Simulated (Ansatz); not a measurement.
Reaction (isomerisation): `C[SiH](F)C=N` → `C[SiH2]/N=C/F`

Calculated with Ansatz (gas phase, PBE0-D4/def2-TZVP geometries, no zero-point term in ΔE). CBS: MP2 limit from def2 TZ/QZ plus the TZ coupled-cluster correction, frozen cores. Each species was taken in one conformer, which may not be the lowest.

`C[SiH](F)C=N`:

Cartesian coordinates in Å:
```
C -0.688 1.432 -0.536
Si 0.337 0.297 0.510
F -0.459 -0.065 1.857
C 0.649 -1.362 -0.327
N 0.265 -2.484 0.129
H -0.163 1.666 -1.466
H -0.884 2.372 -0.015
H -1.644 0.971 -0.792
H 1.622 0.932 0.903
H 1.191 -1.393 -1.281
H -0.227 -2.367 1.019
```

`C[SiH2]/N=C/F`:

```xyz
11

C    -0.693   -0.658   -1.547
Si    0.645   -0.304   -0.307
N    -0.085   -0.084    1.258
C     0.027    0.922    1.964
F    -0.578    1.009    3.154
H    -0.261   -0.845   -2.534
H    -1.380    0.187   -1.631
H    -1.267   -1.537   -1.250
H     1.422    0.911   -0.702
H     1.584   -1.448   -0.187
H     0.585    1.846    1.780
```

```tsv
species	CCSD(T)/CBS(def2) energy (Eh)
`C[SiH](F)C=N`	-523.34222
`C[SiH2]/N=C/F`	-523.29934
```

Work out ΔE.

ΔE = (-523.29934) − (-523.34222) = 0.04288 Eh = +112.6 kJ/mol.

Largest T1 diagnostic among the species: 0.013.

In def2-TZVPP, CCSD(T) changes the Hartree–Fock value by +7.6 kJ/mol (the triples alone add −1.2 kJ/mol) and MP2 by +6.3 kJ/mol. From PBE to PBE0 (25 % exact exchange), in def2-TZVPP and without D4, ΔE moves by +3.7 kJ/mol.
